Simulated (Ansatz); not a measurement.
Consider the cleavage of the Si–Si bond: `FC[SiH2][SiH2]F` + `[NH2][AlH2]` → `F[SiH2][NH][AlH2]` + `FC[SiH3]`.

Calculated with Ansatz (gas phase, PBE0-D4/def2-TZVP geometries, no zero-point term in ΔE). CCSD(T)/CBS adds triple-zeta CCSD(T) − MP2 to the extrapolated MP2 energy (def2 sets, frozen cores). This one scheme is used for every species. Functionals use def2-TZVPP. One conformer a species, not always the lowest.

`FC[SiH2][SiH2]F`:

```xyz
11

F    -1.552   -1.633   -0.147
C    -1.382   -0.643    0.814
Si   -0.405    0.812    0.077
Si    1.620    0.049   -0.825
F     2.435   -0.720    0.328
H    -0.851   -1.079    1.666
H    -2.372   -0.328    1.158
H    -1.203    1.469   -0.994
H    -0.159    1.796    1.168
H     2.463    1.178   -1.301
H     1.406   -0.901   -1.945
```

`[NH2][AlH2]`:

Cartesian coordinates in Å:
```
N -0.073 -0.899 0.256
Al 0.065 0.794 -0.226
H -0.909 -1.456 0.172
H 0.672 -1.447 0.655
H -1.216 1.497 -0.838
H 1.461 1.511 -0.020
```

`F[SiH2][NH][AlH2]`:

Cartesian coordinates in Å:
```
F 1.036 -1.189 -1.932
Si 0.714 -1.126 -0.363
N -0.628 -0.126 -0.025
Al -0.645 1.563 0.565
H 0.457 -2.527 0.045
H 1.904 -0.546 0.300
H -1.529 -0.545 -0.216
H -2.056 2.248 0.771
H 0.747 2.249 0.854
```

`FC[SiH3]`:

Cartesian coordinates in Å:
```
F -1.398 -1.021 0.865
C -0.972 -0.014 0.005
Si 0.921 0.057 -0.043
H -1.395 0.934 0.353
H -1.385 -0.217 -0.989
H 1.312 1.148 -0.976
H 1.466 -1.234 -0.530
H 1.453 0.346 1.313
```

| species | PBE energy (Eh) |
| --- | --- |
| `FC[SiH2][SiH2]F` | -820.00097 |
| `[NH2][AlH2]` | -299.42592 |
| `F[SiH2][NH][AlH2]` | -689.26475 |
| `FC[SiH3]` | -430.18738 |

Problem. Work out ΔE.

Solution. ΔE = (-689.26475) + (-430.18738) − (-820.00097) − (-299.42592) = -0.02524 Eh = -15.8 kcal/mol. CCSD(T)/CBS gives -21.0 kcal/mol.

Largest T1 diagnostic among the species: 0.012.

From BLYP to BHLYP (50 % exact exchange), in def2-TZVPP and without D4, ΔE moves by −3.6 kcal/mol. In def2-TZVPP, CCSD(T) changes the Hartree–Fock value by +2.9 kcal/mol (the triples alone add +0.3 kcal/mol) and MP2 by +1.2 kcal/mol. Leaving LDA and LC-ωPBE aside and taking each functional with its dispersion term where it has one, the values, not all of them listed here, spread over 6.1 kcal/mol, from BHLYP-D4 to PBE-D4. LDA lies −1.4 kcal/mol from PBE without D4.
